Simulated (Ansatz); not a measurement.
ClHg, charge +1, singlet, at a GFN2-xTB geometry (such geometries of metal compounds can be far from the true shape) (core potentials on Hg). Base run: HF/def2-TZVP run with Ansatz (a first-principles code).

Input for Ansatz:
Ansatz 0.2 input:
```yaml
crystal:
  periodic: [false, false, false]
  atoms:
    - {symbol: Hg, position_ang: [-0.00000000, -0.00000000, -0.38734488]}
    - {symbol: Cl, position_ang: [0.00000000, 0.00000000, 1.82279944]}
basis:
  gaussian:
    orbitals: def2-TZVP
hamiltonian:
  xc: hf
total_charge: 1
```

Each row names what was changed in the base input (with any setting that the change needs).

| change | ΔE vs base (mEh) |
|---|---|
| base | 0.000 |
| occupation = up:A1:9 B1:4 B2:5 down:A1:9 B1:4 B2:5 | 1110.5 |
| occupation = up:A1:8 A2:2 B1:4 B2:4 down:A1:8 A2:2 B1:4 B2:4 | 1380.5 |
| occupation = up:A1:9 A2:1 B1:4 B2:4 down:A1:9 A2:1 B1:4 B2:4 | 0.000 |
| symmetry_tolerance_ang = 0.01 | 0.000 |
| occupation = up:A1:10 A2:1 B1:4 B2:3 down:A1:10 A2:1 B1:4 B2:3 | 357.5 |
| occupation = up:A1:9 A2:1 B1:3 B2:5 down:A1:9 A2:1 B1:3 B2:5 | 744.6 |
